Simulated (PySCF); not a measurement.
ethenylcyclopropane (C₅H₈), SMILES C=CC1CC1. Coordinates come from a PBE-D3(BJ)/def2-SVP optimisation. The values are those of a single conformer.

Computed with PBE-D3(BJ)/def2-SVP (PySCF).

Harmonic wavenumbers (cm⁻¹): 120, 265, 303, 437, 658, 744, 804, 807, 871, 892, 954, 964, 982, 1012, 1019, 1077, 1141, 1191, 1195, 1259, 1305, 1385, 1396, 1440, 1670, 3053, 3061, 3064, 3074, 3083, 3151, 3162, 3172. Rotational constants (GHz): 15.01, 3.006, 2.893; symmetry number 1.

Problem. Work out the zero-point energy and the ideal-gas rigid-rotor harmonic-oscillator thermochemistry at 298.15 K and 1 atm.

Solution. ZPE = ½ Σ hcν = ½ × 48709 cm⁻¹ = 291.35 kJ/mol. H − E(el) = 308.29 kJ/mol. Entropy in J/(mol K): translation 161.39, rotation 105.91, vibration 38.11, total 305.41. G − E(el) = 217.23 kJ/mol. Cp = 93.18 J/(mol K). Modes under 150 cm⁻¹ make the vibrational entropy uncertain.
